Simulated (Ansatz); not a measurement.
The cluster Ag₃H₃⁻, relaxed as a doublet with UKS PBE-D4/def2-TZVPD in Ansatz, starting from the GFN1-xTB geometry. Force threshold 0.02 eV/Å.

In the def2 sets Ag takes a core potential; there is no spin–orbit coupling. Another isomer (doublet) lies 0.22 eV lower at PBE0-D4/def2-TZVPD; other spin states weren't run for this one.

Start:

Cartesian coordinates in Å:
```
Ag -0.831 1.122 -0.404
Ag -0.643 -0.618 1.699
Ag 1.186 -0.771 -0.334
H 1.861 -2.131 0.104
H 0.669 0.672 -1.031
H -2.242 1.726 -0.033
```

```json
{"step": "1", "energy (eV)": "-12051.3891", "largest force component (eV/Å)": "1.042", "SCF passes": "18"}
{"step": "2", "energy (eV)": "-12051.5638", "largest force component (eV/Å)": "0.128", "SCF passes": "22"}
{"step": "3", "energy (eV)": "-12051.5686", "largest force component (eV/Å)": "0.019", "SCF passes": "21"}
{"step": "4", "energy (eV)": "-12051.5691", "largest force component (eV/Å)": "0.012", "SCF passes": "21"}
{"step": "5", "energy (eV)": "-12051.5694", "largest force component (eV/Å)": "0.020", "SCF passes": "20"}
{"step": "6", "energy (eV)": "-12051.5696", "largest force component (eV/Å)": "0.016", "SCF passes": "19"}
```

Force components are those of the run's own axes.

End:

Cartesian coordinates in Å:
```
Ag -0.8642 1.1765 -0.4306
Ag -0.6813 -0.6636 1.6991
Ag 1.2415 -0.8037 -0.3591
H 1.9335 -2.2080 0.1834
H 0.6977 0.7014 -1.1311
H -2.3272 1.7974 0.0383
```

By distances, no bond broke or formed. The bond that changes most is Ag3–H5, from 1.68 to 1.78 Å (atoms count from 1).

The force fell under the threshold at step 3, but the optimiser went on. No frequencies were taken in this run, so the end may be a saddle point.

It took 11 s on 4 threads of Arm Neoverse V1 on a shared host.
